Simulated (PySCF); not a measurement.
Zn(Et) (C₂H₅Zn), SMILES C[CH2][Zn] (connectivity only; charge and spin as stated), neutral, multiplicity 2.

The structure is a stationary point at B3LYP-D3(BJ)/def2-SVP. The spin state was assumed, not searched. The isomer is the one that the SMILES or the coordinates give; other isomers of the formula were not compared.

Computed with TDA-PBE0/def2-SVPD (PySCF 2.14.0).

Vertical excitations. 

Computed excitation energies, oscillator strengths and character:
```json
[
 {"state": "root 1", "energy (eV)": "2.92", "λ (nm)": "424", "f": "0.064", "main pairs": "α HOMO→LUMO 97 %"},
 {"state": "root 2", "energy (eV)": "2.96", "λ (nm)": "419", "f": "0.067", "main pairs": "α HOMO→LUMO+1 97 %"},
 {"state": "root 3", "energy (eV)": "3.75", "λ (nm)": "330", "f": "0.071", "main pairs": "α HOMO→LUMO+2 15 %, β HOMO→LUMO 79 %"},
 {"state": "root 4", "energy (eV)": "4.83", "λ (nm)": "257", "f": "0.313", "main pairs": "α HOMO→LUMO+2 83 %, β HOMO→LUMO 14 %"},
 {"state": "root 5", "energy (eV)": "5.29", "λ (nm)": "234", "f": "0.024", "main pairs": "α HOMO−1→LUMO 28 %, α HOMO→LUMO+3 5 %, β HOMO→LUMO+1 63 %"},
 {"state": "root 6", "energy (eV)": "5.36", "λ (nm)": "231", "f": "0.020", "main pairs": "α HOMO−1→LUMO+1 30 %, β HOMO→LUMO+2 65 %"},
 {"state": "root 7", "energy (eV)": "5.63", "λ (nm)": "220", "f": "0.284", "main pairs": "α HOMO→LUMO+3 87 %"},
 {"state": "root 8", "energy (eV)": "6.00", "λ (nm)": "207", "f": "0.001", "main pairs": "β HOMO−1→LUMO 96 %"},
 {"state": "root 9", "energy (eV)": "6.15", "λ (nm)": "202", "f": "0.032", "main pairs": "α HOMO→LUMO+4 92 %"},
 {"state": "root 10", "energy (eV)": "6.37", "λ (nm)": "195", "f": "0.212", "main pairs": "α HOMO−1→LUMO 64 %, β HOMO→LUMO+1 29 %"}
]
```
Unrestricted roots are not spin-pure.
